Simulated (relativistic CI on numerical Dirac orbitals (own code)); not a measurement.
# One change at a time: Sm II

Base calculation: Dirac-Coulomb-Breit CI, orbitals from a KLI potential per configuration, QED by a radiative potential, valence Slater integrals scaled by 0.85, P86 correlation energy added to each configuration.

Configurations in the expansion (outside the closed core [Xe]): 4f6.6s, 4f6.5d, 4f6.6p, 4f5.6s2, 4f7, 4f6.7s, 4f4.6s2.5d, 4f4.6s2.6f, 4f5.6s.8s, 4f5.7s2. The list is cut by size and lacks configurations that can hold low levels.

The lowest level and the first level of each name with at least 55 % of one term (blank where a level has no safe partner in the second run):

```tsv
Level	Base (cm⁻¹)	Shift (cm⁻¹)
4f6.6s 8F_1/2	0.0	0.0
4f6.6s 8F_3/2	341.2	+19.3
4f6.6s 8F_5/2	869.2	+39.5
4f6.6s 8F_7/2	1536.5	+50.3
4f6.6s 6F_1/2	2266.1	-269.8
4f6.6s 8F_9/2	2301.5	+46.6
4f6.6s 6F_3/2	2764.1	-238.5
4f6.6s 8F_11/2	3131.8	+26.9
4f6.6s 6F_5/2	3472.7	-219.7
4f6.6s 8F_13/2	4003.0	-9.8
4f6.6s 6F_7/2	4312.2	-221.2
4f6.5d 8H_3/2	4528.4	+661.9
4f6.5d 8H_5/2	4896.2	+670.3
4f6.6s 6F_9/2	5230.1	-243.7
4f6.5d 8H_7/2	5388.7	+677.3
4f6.5d 8H_9/2	5987.6	+678.9
4f6.6s 6F_11/2	6190.9	-286.9
4f6.5d 8D_3/2	6490.3	+470.0
4f6.5d 8H_11/2	6674.7	+672.2
4f6.5d 8D_5/2	7024.0	+469.7
4f6.5d 8H_13/2	7433.9	+655.4
4f6.5d 8D_7/2	7680.6	+471.7
```

Correlation outside the listed configurations is missing or only estimated: errors of thousands of cm⁻¹ between configurations and terms are usual at this charge. Rates and lifetimes follow the computed energies and can be off by large factors. The fine structure of a lone outer electron comes out too small, for d and f at times inverted, and misplaced configurations move strength between like terms. 25 of the 37 excited levels that our extract of the measured tables holds in this range could be paired (the sources list more); they are missed by 1557 cm⁻¹ on average and 2920 at most, and levels without a partner can miss by more.

Task: One thing was changed in a second run, which moved the levels as shown. Which?
A. configuration mixing switched off
B. QED terms removed
C. valence Slater integrals scaled by 0.75
D. self-excluded LDA correlation estimate
E. non-relativistic limit
F. Breit term removed

Result: C. Valence Slater integrals scaled by 0.75. Scaling acts on the splittings between terms and on the mixing, and leaves the fine structure of pure LS terms nearly alone; in jj coupling it moves the levels of one term differently.

LS names give the leading component of a level, which can be under half, so a name can repeat, a term be missing and a line seem to break the LS rules.
